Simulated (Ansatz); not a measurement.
Coupled-cluster run, Br$_{2}$ClGa, SMILES `[Cl][Ga]([Br])[Br]`.

```yaml
crystal:
  periodic: [false, false, false]
  atoms:
    - {symbol: Cl, position_ang: [0.753062, 0.653327, 1.895387]}
    - {symbol: Ga, position_ang: [0.023709, -0.006162, 0.020228]}
    - {symbol: Br, position_ang: [0.258713, -2.173100, -0.568930]}
    - {symbol: Br, position_ang: [-0.979984, 1.465734, -1.366884]}
basis:
  gaussian: {orbitals: def2-SVP}
correlation: {method: ccsd_t}
```

```sh
$ ansatz run in.yaml --threads 4 --pin off --events-out ev --progress --plain
```

Output of Ansatz, abridged:

```
Functional definition: HF
1083 factors; integrals over basis functions are off by at most 5.1e-4 eV
mean field evaluation 1: about -204811.9121 eV, gradient 2.0e1 eV
mean field evaluation 2: about -204811.9401 eV, gradient 2.0e1 eV
mean field evaluation 4: about -204813.1832 eV, gradient 1.9e0 eV
mean field evaluation 8: about -204813.1962 eV, gradient 5.5e-5 eV
mean field -204813.19618240 eV, -7526.7461323326 hartree, gradient 8.6e-7 eV, S^2 0.000000; 0 other end points of the search recorded, 0 dependent functions left out
32 core orbitals not correlated: weight in the atoms' cores, before any rotation towards them, 1.000 or more for the frozen orbitals, at most 0.000 for the correlated occupied ones
reference -204813.19618240 eV, -7526.7461323326 hartree; 27, 27 occupied and 55, 55 virtual orbitals, 1083 factors
second order -21.50459188 eV of doubles, -0.00000000 eV of singles
cycle   1  -21.03152209 eV  change    4.7e-1 eV  update   9.4e-2
cycle   2  -21.51691207 eV  change   -4.9e-1 eV  update   2.6e-2
cycle   3  -21.56956400 eV  change   -5.3e-2 eV  update   1.2e-2
cycle   4  -21.55581504 eV  change    1.4e-2 eV  update   2.6e-3
cycle   5  -21.55540342 eV  change    4.1e-4 eV  update   9.0e-4
cycle   6  -21.55555359 eV  change   -1.5e-4 eV  update   2.7e-4
cycle   7  -21.55531948 eV  change    2.3e-4 eV  update   6.7e-5
cycle   8  -21.55536619 eV  change   -4.7e-5 eV  update   2.3e-5
perturbative correction -0.55169382 eV, -0.0202743739 hartree
Total energy: -204835.30324240 eV, -7527.5585518031 hartree
```

It took 6.5 s on 4 threads of a server CPU on a shared host, with 0.38 GiB of host memory at the peak.

Correlation energy per correlated electron: -0.409 eV. T1 diagnostic: 0.0087.
